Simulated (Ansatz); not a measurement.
HISn (SMILES [SnH][I]) moved off its minimum; all values from Ansatz (a program for electronic structure), cores frozen in correlated methods. Elements past Kr take the def2 small-core potentials, without spin–orbit coupling.
(charge 0, multiplicity 1)
```xyz
3

Sn     0.41877     0.97470     0.96054
H      0.67431     2.21136    -0.27930
I     -0.47476    -0.92359    -0.92423
```

Question: Give the forces (eV/Å), the total energy and the dipole at CCSD(T)/def2-TZVPPD.

Answer: 
```csv
atom,Fx,Fy,Fz
Sn1,-0.169,-0.417,-0.210
H2,0.018,0.094,-0.104
I3,0.151,0.322,0.314
```
Energy -510.8957 hartree, dipole 2.79 D.
